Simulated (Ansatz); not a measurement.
C2H6OSi can be A, `C=C(O)[SiH3]`, or B, `CC[Si]O`.

Calculated with Ansatz (gas phase, PBE0-D4/def2-TZVP geometries, no zero-point term in ΔE). CCSD(T)/CBS adds triple-zeta CCSD(T) − MP2 to the extrapolated MP2 energy (def2 sets, frozen cores). DFT in def2-TZVPP. B3LYP here is the variant with VWN-RPA as its local correlation; programs differ in this. Each species was taken in one conformer, which may not be the lowest.

Q: Which is lower in electronic energy at CCSD(T)/CBS, and by how much? (Best estimate.)

A: The calculation gave: B, by 119.7 kJ/mol.

Q: Give E(B) − E(A) in kJ/mol with HF/def2-TZVPP, PBE0-D4, LDA (SPW92), BLYP-D4, B3LYP, r2SCAN-D4, CCSD(T)/def2-TZVPP. (An estimate is asked.)

A: Ansatz gave: HF/def2-TZVPP -101.6, PBE0-D4 -115.5, LDA (SPW92) -117.6, BLYP-D4 -109.7, B3LYP -111.2, r2SCAN-D4 -105.7, CCSD(T)/def2-TZVPP -119.2. None reverses the order clearly.

Q: Does the order hold for the free energy at 298.15 K (harmonic terms from PBE0-D4)? (Estimate.)

A: Computed: Yes: G(B) − G(A) = -99.2 kJ/mol, for one conformer each. Modes under 60 cm⁻¹, often nearly free rotors, make the harmonic entropy too high.

Largest T1 diagnostic: 0.013.

From r2SCAN to r2SCAN0 (25 % exact exchange), in def2-TZVPP and without D4, E(B) − E(A) moves by −6.6 kJ/mol. Leaving LDA and LC-ωPBE aside and taking each functional with its dispersion term where it has one, the values, not all of them listed here, spread over 20.6 kJ/mol, from ωB97M-V to r2SCAN-D4. LDA lies −6.2 kJ/mol from PBE without D4.
